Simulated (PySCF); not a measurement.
**Optical rotation: C3H8AsBO**

Geometry (Å), atoms numbered from 1 in this order:
```xyz
14

O    -0.7124   -0.2632    1.9171
C    -1.3037    0.1556    0.9586
C    -0.6940    0.3646   -0.3894
B    -1.1075   -0.9287   -1.2032
As    1.7535   -0.7491    0.7980
C     0.8095    0.6211   -0.3011
H    -2.3836    0.3865    1.0198
H    -1.2129    1.2190   -0.8444
H    -2.2379   -1.1968   -1.3229
H    -0.2780   -1.6009   -1.6767
H     2.0248    0.1346    1.9741
H     3.1156   -0.3553    0.2451
H     0.9941    1.6172    0.1117
H     1.2318    0.5948   -1.3088
```

Method used: PySCF, TDDFT CAM-B3LYP/def2-SVPD circular dichroism and optical rotation, one conformer, gas phase. Geometry: GFN2-xTB.

The bonding changed while the geometry was optimised; results refer to the coordinates, not to the name. The molecule is flexible and this is one conformer; a measurement averages over conformers. The calculation is non-relativistic, which matters for the atoms heavier than Zn.

Stereocentres: C3 S.

What is the specific rotation at 633, 589.3, 546, 436, 405, 365, 355 nm?

[α] in deg dm⁻¹ (g/mL)⁻¹:
```tsv
λ (nm)	origin-invariant length gauge	modified velocity gauge	length gauge (centre of mass)	isotropic polarisability (au)
633	+422.4	+413.2	+423.1	85.6
589.3	+518.9	+507.4	+519.6	86.1
546	+656.1	+641.6	+656.9	86.6
436	+1529.4	+1495.8	+1531.0	88.9
405	+2212.9	+2165.1	+2214.9	90.0
365	+4424.8	+4335.1	+4427.4	92.2
355	+5650.4	+5539.6	+5653.3	92.9
```

The shortest wavelength is close to the first absorption, where this undamped response comes out too large.

And for the mirror image at 589.3 nm?

-518.9 deg dm⁻¹ (g/mL)⁻¹ (origin-invariant length gauge): the same size and the opposite sign.

What is the molar rotation [Φ] = [α]·M/100 of the geometry above at 589.3 nm?

With M = 145.83 g/mol, +756.7 deg cm² dmol⁻¹ (origin-invariant length gauge).

The first excitation lies at 4.08 eV (304 nm) with R = +57.7 × 10⁻⁴⁰ esu² cm² (velocity form).
